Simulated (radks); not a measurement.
Task: Species: Er II. Configuration: [Xe] 4f12 6s1. Method: scalar-relativistic Kohn-Sham, LDA (Slater exchange, VWN5 correlation), spin-unpolarised, spherical densities, point nucleus; hard spherical wall at 20 bohr; computed with a radial shooting solver on a logarithmic mesh with Libxc functionals. Some entries of the table are withheld. Estimate them.

orbital,occ.,eigenvalue (eV),<1/r> (bohr^-1),<r^2> (bohr^2)
1s,2,-57332.16,77.52,0.0005685
2s,2,-9638.214,(1),0.008844
2p,6,-8528.642,16.67,0.007191
3s,2,-2164.130,6.651,0.05814
3p,6,-1826.652,6.216,(2)
3d,10,-1403.486,5.894,0.04877
4s,2,-431.6217,2.813,0.2919
4p,6,-320.5822,2.572,0.3312
4d,10,-171.8605,2.271,0.3964
5s,2,-58.7711,1.060,1.768
5p,6,(3),0.8743,2.549
4f,12,-10.0309,1.646,0.9471
6s,1,-9.3302,0.3504,14.45
5d,0,-6.9433,0.4734,9.301
6p,0,-5.6180,0.2677,24.41
7s,0,-2.8210,0.1594,73.37

Result: 
(1) 2s <1/r> (bohr^-1): 18.04
(2) 3p <r^2> (bohr^2): 0.05850
(3) 5p eigenvalue (eV): -33.2536
